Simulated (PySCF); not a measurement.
**From a log to its input**

A PySCF 2.14 run on the atoms K 0 0 0; K 0 0 3.89 (angstrom) printed this (some set-up lines and the per-cycle HOMO/LUMO lines with their warnings removed):

```
PySCF version 2.14.0

[INPUT] verbose = 4
[INPUT] num. atoms = 2
[INPUT] num. electrons = 38
[INPUT] charge = 0
[INPUT] spin (= nelec alpha-beta = 2S) = 0
[INPUT] symmetry False subgroup None
[INPUT] Mole.unit = angstrom

nuclear repulsion = 49.1087334555578
number of shells = 6
number of NR pGTOs = 102
number of NR cGTOs = 48
basis = x2c-svpall
ecp = {}

******** <class 'pyscf.df.df_jk.DFsfX2C1eRHF'> ********
method = DFsfX2C1eRHF
initial guess = minao
damping factor = 0
level_shift factor = 0
DIIS = <class 'pyscf.scf.diis.CDIIS'>
diis_start_cycle = 1
diis_space = 8
diis_damp = 0
SCF conv_tol = 1e-09
SCF conv_tol_grad = None
SCF max_cycles = 50
direct_scf = False

******** <class 'pyscf.x2c.sfx2c1e.SpinFreeX2CHelper'> ********
approx = 1e
xuncontract = 1
Set gradient conv threshold to 3.16228e-05
Initial guess from minao.
******** <class 'pyscf.df.df.DF'> ********
auxbasis = def2-universal-jkfit
init E= -1202.67091164137
cycle= 1 E= -1202.71770387451  delta_E= -0.0468  |g|= 0.0406  |ddm|=  1.1
cycle= 2 E= -1202.71868706582  delta_E= -0.000983  |g|= 0.0091  |ddm|= 0.0886
cycle= 3 E= -1202.71887932236  delta_E= -0.000192  |g|= 0.0049  |ddm|= 0.0502
cycle= 4 E= -1202.71891261694  delta_E= -3.33e-05  |g|= 0.00028  |ddm|= 0.0284
cycle= 5 E= -1202.71891280672  delta_E= -1.9e-07  |g|= 4.68e-05  |ddm|= 0.0027
cycle= 6 E= -1202.71891281339  delta_E= -6.66e-09  |g|= 8.14e-06  |ddm|= 0.000724
cycle= 7 E= -1202.71891281355  delta_E= -1.66e-10  |g|= 7.21e-07  |ddm|= 0.000144
Extra cycle  E= -1202.71891281355  delta_E= -2.27e-13  |g|= 2.56e-07  |ddm|= 7.92e-06
converged SCF energy = -1202.71891281355

******** <class 'pyscf.cc.dfccsd.RCCSD'> ********
CC2 = 0
CCSD nocc = 9, nmo = 38
frozen orbitals 10
max_cycle = 50
direct = 0
conv_tol = 1e-07
conv_tol_normt = 1e-05
diis_space = 6
diis_start_cycle = 0
diis_start_energy_diff = 1e+09
Init t2, MP2 energy = -1202.82887662745  E_corr(MP2) -0.109963813894454
Init E_corr(RCCSD) = -0.109963813894553
cycle = 1  E_corr(RCCSD) = -0.120379794607908  dE = -0.0104159807  norm(t1,t2) = 0.058828
cycle = 2  E_corr(RCCSD) = -0.122690880556417  dE = -0.00231108595  norm(t1,t2) = 0.0301001
cycle = 3  E_corr(RCCSD) = -0.124451058778997  dE = -0.00176017822  norm(t1,t2) = 0.0166578
cycle = 4  E_corr(RCCSD) = -0.12439478473154  dE = 5.62740475e-05  norm(t1,t2) = 0.00266808
cycle = 5  E_corr(RCCSD) = -0.12438870332977  dE = 6.08140177e-06  norm(t1,t2) = 0.000745039
cycle = 6  E_corr(RCCSD) = -0.124403463909157  dE = -1.47605794e-05  norm(t1,t2) = 0.000268905
cycle = 7  E_corr(RCCSD) = -0.124399908258183  dE = 3.55565097e-06  norm(t1,t2) = 7.58433e-05
cycle = 8  E_corr(RCCSD) = -0.124399288651329  dE = 6.19606853e-07  norm(t1,t2) = 3.46782e-05
cycle = 9  E_corr(RCCSD) = -0.124399167426558  dE = 1.21224771e-07  norm(t1,t2) = 1.59623e-05
cycle = 10  E_corr(RCCSD) = -0.124399401042278  dE = -2.3361572e-07  norm(t1,t2) = 5.32336e-06
cycle = 11  E_corr(RCCSD) = -0.124399426718565  dE = -2.56762864e-08  norm(t1,t2) = 2.21665e-06
RCCSD converged
E(RCCSD) = -1202.843312240271  E_corr = -0.1243994267185648
RCCSD(T) correction = -0.00177953456538769
Dipole moment(X, Y, Z, Debye): -0.00000, -0.00000, -0.00000
orbital energies (hartree): [-9.442e-01 -9.428e-01 -1.323e-01  2.000e-04  4.420e-02  5.470e-02]
```

Question: Write the input that gave this log.

Answer: The input was:

```python
from pyscf import gto, scf, cc

mol = gto.M(
    atom='K 0 0 0; K 0 0 3.89',
    basis='x2c-svpall',
    charge=0,
    spin=0,
    verbose=4,
)
mf = scf.RHF(mol)
mf = mf.sfx2c1e()
mf = mf.density_fit(auxbasis='def2-universal-jkfit')
mf.kernel()
mycc = cc.CCSD(mf, frozen=10)
mycc.kernel()
mycc.ccsd_t()
mf.dip_moment()
print('orbital energies (hartree):', mf.mo_energy[..., max(0, mol.nelec[1]-3):mol.nelec[0]+3].round(4))
```

Stability towards an unrestricted solution was not tested. The bond length is a typed value, not an optimised one.
